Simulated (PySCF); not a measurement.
Bonds (- single, = double, # triple, : aromatic): C1=N2 1.247 Å, N2-Si3 1.714 Å, Si3-P4 2.245 Å. C1 carries H5, H6; Si3 carries H7, H8; P4 carries H9, H10. H6 is cis to Si3; H5 is trans to Si3.

PySCF 2.14.0 with density-fitted response routines calculation with PBE0/pcSseg-1 with gauge-including orbitals and geometry: GFN2-xTB; non-relativistic Hamiltonian, one conformer, gas phase, equivalent nuclei averaged.

Scale: 13C, 1H, 29Si vs TMS; 15N against NH3; 31P against H3PO4 (reference shieldings calculated alike).

| atoms | nucleus | count | Hirshfeld charge | δ (ppm) |
| --- | --- | --- | --- | --- |
| N2 | 15N | 1 | -0.23 | 422.9 |
| H9/H10 | 1H | 2 | -0.01 | 1.02 |
| H7/H8 | 1H | 2 | -0.08 | 5.59 |
| C1 | 13C | 1 | 0.03 | 172.8 |
| P4 | 31P | 1 | -0.02 | -293.8 |
| H5 | 1H | 1 | 0.05 | 8.67 |
| Si3 | 29Si | 1 | 0.31 | ? |
| H6 | 1H | 1 | 0.04 | ? |

**Question.** Complete the table.

**Answer.** 
- H6: 8.75 ppm, hydrogen on a C=N carbon
- Si3: -39.4 ppm, silicon bonded to N, P, 2 H

Shifts are as computed. Against solution values, carbons near 30 ppm lie about +3 ppm off and those near 130 ppm about +5 ppm. Of 1211 compounds with measured shifts, 218 miss one by over three times the rms of a fit or turn the order of signals round; such compounds aren't used in these exercises. Experimental scales use liquid or dissolved standards, which lie at an offset from isolated NH3 (liquid NH3: subtract about 20 ppm) and H3PO4. Unscaled 15N shifts of sp2 nitrogen come out 20 to 40 ppm too high even then.
